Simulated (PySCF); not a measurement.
C₆ coefficients of unlike pairs at PBE0

Calculated with PySCF 2.14 from the dipole response of each species, C₆(A,B) = (3/π) ∫ α_A(iu) α_B(iu) du, in atomic units, from isotropic polarisabilities. For ions this is the dispersion term alone; charge-induced terms of lower order in 1/R come first.

```tsv
species	configuration	basis	relativity	α (bohr³)	C₆ (like pair)
Hf²⁺	[Xe] 4f14 5d2 (3F)	x2c-TZVPPall with one added diffuse shell each of s, p, d, f type (12s8p8d4f1g)	spin-free X2C	15.51	80.10
Pd³⁺	[Kr] 4d7 (4F)	x2c-QZVPPall with one added diffuse shell each of s, p, d, f, g type (14s9p8d5f3g)	spin-free X2C	4.331	19.74
N²⁺	[He] 2s2 2p1 (2P)	aug-cc-pV5Z (7s6p5d4f3g2h)	none	2.602	3.692
O³⁺	[He] 2s2 2p1 (2P)	dyall-av3z (15s9p3d2f)	none	1.361	1.269
```

**Question.** Estimate C₆ for O³⁺ with Pd³⁺.

**Answer.** The integral gives 4.931. The combination rule 2 C_A C_B / (C_A α_B/α_A + C_B α_A/α_B) gives 4.893 and the geometric mean 5.006.

No spin-orbit coupling is included.

The other pairs:

```tsv
pair	C₆
N²⁺, Hf²⁺	17.03
O³⁺, Hf²⁺	9.833
N²⁺, Pd³⁺	8.193
O³⁺, N²⁺	2.151
Pd³⁺, Hf²⁺	36.96
```
